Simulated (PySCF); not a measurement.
A geometry optimisation, step by step.

Compound: SnHMe2(NMeEt), C5H15NSn.
Bonds: Sn1–C3, Sn1–C7, Sn1–N11, N11–C12, N11–C13, C13–C14. Hydrogens: H2 on Sn1; H4, H5, H6 on C3; H8, H9, H10 on C7; H15, H16, H17 on C12; H18, H19 on C13; H20, H21, H22 on C14.

Method: PBE0-D3(BJ)/def2-SVP geometry optimisation, gas phase, def2 core potentials past Kr in PySCF; density fitting, grid level 1; the optimiser is geomeTRIC in internal coordinates, started from a GFN2-xTB structure with every atom displaced at random (about 0.03 Å). 6 of its 13 geometries are shown. The frame can shift and turn from step to step; on so coarse a grid that alone can change the energy by a few meV, and forces under 0.02 eV/Å are noise.

Step 0: E = -12737.3989 eV, largest atomic force 3.757 eV/Å
```
atom  x, y, z in Å  |  force x, y, z in eV/Å
Sn1     0.925    0.770    0.551   -1.513   1.442  -0.489
H2      0.891    0.752    2.228    0.147  -0.019   0.601
C3      2.813    0.903   -0.315    2.339   0.038   0.825
H4      2.935    1.085   -1.370   -0.539   0.129  -0.881
H5      3.375   -0.047   -0.130   -0.307   0.453   0.075
H6      3.425    1.730    0.160   -0.622  -0.719  -0.152
C7     -0.317    2.543   -0.166   -0.208  -0.409   2.261
H8      0.234    3.490   -0.002   -0.061  -0.282  -0.003
H9     -1.308    2.606    0.398    1.143  -0.149  -0.589
H10    -0.522    2.434   -1.203   -0.252  -0.159  -1.350
N11     0.132   -1.030    0.039   -0.093   0.164  -0.920
C12    -0.065   -1.244   -1.371   -0.677  -0.157  -0.243
C13    -0.887   -1.642    0.838    2.418  -0.673   2.795
C14    -2.277   -1.122    0.824   -0.305  -0.740  -1.571
H15    -0.147   -2.355   -1.573    0.114   0.764  -0.085
H16    -1.012   -0.753   -1.739    0.420  -0.409  -0.117
H17     0.754   -0.812   -1.976    0.011  -0.230   0.104
H18    -0.837   -2.718    0.617   -0.384  -0.339  -0.183
H19    -0.443   -1.614    1.900   -0.810   0.007  -0.896
H20    -2.934   -1.646    1.520   -0.132  -0.163   0.136
H21    -2.281   -0.071    1.037   -0.204   1.047   0.159
H22    -2.620   -1.305   -0.222   -0.486   0.402   0.524
```

Step 2: E = -12737.9222 eV, largest atomic force 0.253 eV/Å
```
atom  x, y, z in Å  |  force x, y, z in eV/Å
Sn1     0.906    0.807    0.565   -0.158   0.195  -0.032
H2      0.971    0.761    2.286    0.028  -0.013  -0.030
C3      2.849    0.930   -0.339    0.170  -0.020  -0.057
H4      2.798    1.123   -1.422   -0.096  -0.016   0.085
H5      3.398   -0.008   -0.175   -0.048  -0.037  -0.001
H6      3.425    1.743    0.126   -0.014   0.059   0.015
C7     -0.323    2.475   -0.103    0.155  -0.183  -0.071
H8      0.217    3.420    0.049    0.025   0.021  -0.010
H9     -1.262    2.512    0.461   -0.096  -0.021   0.060
H10    -0.556    2.367   -1.175    0.037   0.000   0.087
N11     0.132   -1.019    0.030   -0.096   0.007  -0.073
C12    -0.032   -1.266   -1.382    0.053   0.026   0.102
C13    -0.861   -1.641    0.877    0.052  -0.071  -0.165
C14    -2.279   -1.083    0.779   -0.031   0.043   0.060
H15    -0.060   -2.353   -1.585    0.004  -0.070  -0.008
H16    -0.948   -0.836   -1.840   -0.033   0.025   0.009
H17     0.825   -0.861   -1.944    0.014  -0.013  -0.017
H18    -0.886   -2.727    0.644   -0.025   0.043  -0.026
H19    -0.520   -1.587    1.922    0.026   0.084   0.089
H20    -2.955   -1.598    1.480    0.003   0.016   0.004
H21    -2.297   -0.005    1.019   -0.001  -0.063   0.026
H22    -2.705   -1.200   -0.229    0.030  -0.013  -0.046
```

Step 5: E = -12737.9333 eV, largest atomic force 0.052 eV/Å
```
atom  x, y, z in Å  |  force x, y, z in eV/Å
Sn1     0.908    0.822    0.578    0.042  -0.017   0.007
H2      1.004    0.748    2.295   -0.004  -0.003  -0.015
C3      2.845    0.932   -0.352   -0.051  -0.003   0.006
H4      2.739    1.125   -1.429    0.007   0.001  -0.012
H5      3.374   -0.020   -0.208    0.009   0.002   0.003
H6      3.435    1.745    0.094    0.008  -0.002   0.003
C7     -0.323    2.471   -0.072    0.001   0.015   0.014
H8      0.208    3.423    0.074   -0.004  -0.001   0.002
H9     -1.263    2.496    0.496   -0.005  -0.002   0.002
H10    -0.557    2.358   -1.140   -0.001  -0.005  -0.014
N11     0.127   -0.997    0.028   -0.019   0.026  -0.013
C12    -0.012   -1.275   -1.377    0.009  -0.019   0.001
C13    -0.864   -1.621    0.873    0.001   0.014   0.016
C14    -2.288   -1.080    0.760    0.016  -0.015  -0.009
H15    -0.045   -2.369   -1.554   -0.001   0.007   0.000
H16    -0.917   -0.849   -1.862    0.002   0.003   0.007
H17     0.859   -0.894   -1.937    0.003   0.003   0.005
H18    -0.879   -2.708    0.649    0.001  -0.010   0.010
H19    -0.533   -1.539    1.924   -0.004   0.001  -0.021
H20    -2.968   -1.611    1.446   -0.012  -0.011  -0.003
H21    -2.326   -0.008    1.015    0.001   0.010   0.005
H22    -2.689   -1.195   -0.259    0.001   0.008   0.006
```

Step 7: E = -12737.9356 eV, largest atomic force 0.023 eV/Å
```
atom  x, y, z in Å  |  force x, y, z in eV/Å
Sn1     0.917    0.827    0.587    0.004  -0.006  -0.011
H2      1.034    0.734    2.300    0.004   0.005  -0.003
C3      2.833    0.935   -0.380   -0.014  -0.003  -0.018
H4      2.707    1.130   -1.455    0.000   0.000   0.003
H5      3.361   -0.020   -0.250    0.007   0.004   0.004
H6      3.439    1.743    0.053    0.000   0.000   0.010
C7     -0.328    2.476   -0.036    0.001   0.000   0.003
H8      0.195    3.433    0.109    0.003  -0.001   0.002
H9     -1.264    2.490    0.540   -0.003  -0.003   0.002
H10    -0.572    2.364   -1.103    0.000   0.006   0.000
N11     0.123   -0.984    0.036   -0.007  -0.011   0.014
C12     0.011   -1.285   -1.366    0.001   0.005  -0.005
C13    -0.870   -1.608    0.877    0.003   0.004  -0.004
C14    -2.298   -1.082    0.738    0.009  -0.008  -0.002
H15    -0.027   -2.381   -1.525    0.004  -0.001  -0.001
H16    -0.882   -0.861   -1.875   -0.001  -0.001   0.005
H17     0.895   -0.919   -1.914    0.001   0.000   0.001
H18    -0.872   -2.698    0.670   -0.002   0.000  -0.002
H19    -0.554   -1.509    1.931   -0.002   0.007  -0.003
H20    -2.988   -1.628    1.400   -0.004   0.000   0.001
H21    -2.353   -0.013    1.001   -0.002   0.002   0.002
H22    -2.672   -1.191   -0.292   -0.001   0.002   0.001
```

Step 10: E = -12737.9379 eV, largest atomic force 0.029 eV/Å
```
atom  x, y, z in Å  |  force x, y, z in eV/Å
Sn1     0.929    0.823    0.584   -0.021   0.003   0.001
H2      1.099    0.720    2.293    0.006   0.000   0.006
C3      2.813    0.954   -0.438    0.026   0.004   0.011
H4      2.659    1.160   -1.507   -0.002   0.001  -0.001
H5      3.359    0.006   -0.330   -0.009  -0.003  -0.006
H6      3.420    1.763   -0.008   -0.004   0.002  -0.010
C7     -0.340    2.480    0.032   -0.002  -0.004  -0.004
H8      0.184    3.434    0.191   -0.001   0.000   0.005
H9     -1.260    2.473    0.633    0.002   0.002  -0.002
H10    -0.610    2.397   -1.031    0.002   0.001   0.004
N11     0.126   -0.987    0.048    0.015  -0.001  -0.003
C12     0.044   -1.318   -1.349    0.004  -0.005   0.004
C13    -0.881   -1.595    0.883   -0.014   0.001  -0.004
C14    -2.308   -1.081    0.699   -0.013   0.013   0.003
H15     0.016   -2.417   -1.487   -0.002   0.000   0.000
H16    -0.842   -0.909   -1.884   -0.001  -0.002  -0.005
H17     0.937   -0.957   -1.887   -0.004   0.003  -0.003
H18    -0.874   -2.690    0.704    0.003   0.003  -0.002
H19    -0.588   -1.465    1.940    0.004  -0.009   0.008
H20    -3.015   -1.628    1.344    0.008   0.003   0.002
H21    -2.380   -0.010    0.954    0.003  -0.005  -0.004
H22    -2.651   -1.197   -0.341    0.001  -0.006  -0.001
```

Step 12: E = -12737.9389 eV, largest atomic force under 0.02 eV/Å
```
atom  x, y, z in Å  |  force x, y, z in eV/Å
Sn1     0.933    0.819    0.582    0.007   0.005   0.008
H2      1.144    0.707    2.286   -0.002  -0.004  -0.003
C3      2.796    0.972   -0.477   -0.010   0.000   0.007
H4      2.619    1.187   -1.540   -0.001   0.001  -0.004
H5      3.351    0.028   -0.389    0.000  -0.001  -0.002
H6      3.404    1.784   -0.051    0.004  -0.001  -0.005
C7     -0.351    2.480    0.080   -0.002   0.002   0.004
H8      0.173    3.431    0.254   -0.002   0.000   0.001
H9     -1.262    2.458    0.695   -0.001   0.000  -0.002
H10    -0.637    2.422   -0.980    0.002  -0.003  -0.003
N11     0.132   -0.994    0.051    0.002   0.009  -0.006
C12     0.064   -1.342   -1.343    0.001  -0.006   0.002
C13    -0.884   -1.590    0.883   -0.002   0.006   0.005
C14    -2.308   -1.076    0.680    0.005  -0.003   0.001
H15     0.048   -2.444   -1.467   -0.001   0.002   0.000
H16    -0.822   -0.950   -1.888    0.000   0.001   0.001
H17     0.956   -0.979   -1.879    0.000   0.001   0.000
H18    -0.877   -2.688    0.717    0.001  -0.001  -0.004
H19    -0.601   -1.450    1.942   -0.001  -0.007  -0.002
H20    -3.021   -1.613    1.325   -0.001   0.001   0.003
H21    -2.380   -0.002    0.920    0.002   0.003  -0.004
H22    -2.641   -1.206   -0.362   -0.002  -0.003   0.002
```

**Question.** Summarise the path.

**Answer.** The energy falls by 0.5400 eV from step 0 to step 12; nine tenths of that is first reached at step 2. It falls at every step. The largest force goes from 3.757 to under 0.02 eV/Å. Among the bonds Sn1–C7 changes most, from 2.280 to 2.159 Å; the atoms move by 0.224 Å rms after alignment.

The cost below is that of the whole optimisation. On an Arm Neoverse V1 with one thread, shared host with 32 logical CPUs at a one-minute load of 17, this took 4.4 min and 0.85 GiB of memory at its peak.
